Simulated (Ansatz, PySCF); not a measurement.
Molecule: hydrogen iodide, HI, charge 0, multiplicity 1. SMILES: I
Geometry from a B3LYP-D3(BJ)/def2-TZVP (Ansatz, a program for electronic structure) optimisation:
```xyz
2

I      0.0000     0.0000    -0.0299
H      0.0000     0.0000     1.5855
```

Property: atomisation energy, in kcal/mol. Conventions: valence correlation only (noble-gas shells and the d and f shells of earlier blocks); open shells spin-unrestricted; STO-3G and 3-21G all-electron and non-relativistic; 6-31G* and kin with 6d, 5d where marked; def2 sets with scalar-relativistic core potentials past Kr; atomisation electronic, to ground-state atoms; spin-orbit terms left out; LANL2DZ with its own core potentials from Na on. Ab initio and DFT rows: single points at B3LYP-D3(BJ) geometries (Ansatz).

```csv
level,program,atomisation energy (kcal/mol)
HF/LANL2DZ,Ansatz,44.6
HF/6-31G* with LANL2DZ past Ar,Ansatz,43.2
PBE/STO-3G,Ansatz,98.1
PBE/3-21G,Ansatz,72.2
PBE/6-31G* with LANL2DZ past Ar,Ansatz,72.0
BP86/def2-SVP,PySCF,80.8
BP86/6-31G* with LANL2DZ past Ar (5d),PySCF,74.6
B3LYP/LANL2DZ,Ansatz,72.1
B3LYP/6-31G* with LANL2DZ past Ar,Ansatz,70.6
M06-2X/6-31G* with LANL2DZ past Ar (5d),PySCF,71.1
B2PLYP-D3(BJ)/def2-TZVPD,Ansatz + dftd3,77.3
```

No value to compare with is used here. The 10 habitual levels span 43.2 (HF/6-31G* with LANL2DZ past Ar) to 98.1 kcal/mol (PBE/STO-3G); B2PLYP-D3(BJ)/def2-TZVPD gives 77.3.

The levels are drawn from those run, B3LYP/6-31G* more often than the rest, none by its result; runs whose electronic state is in doubt are left out.
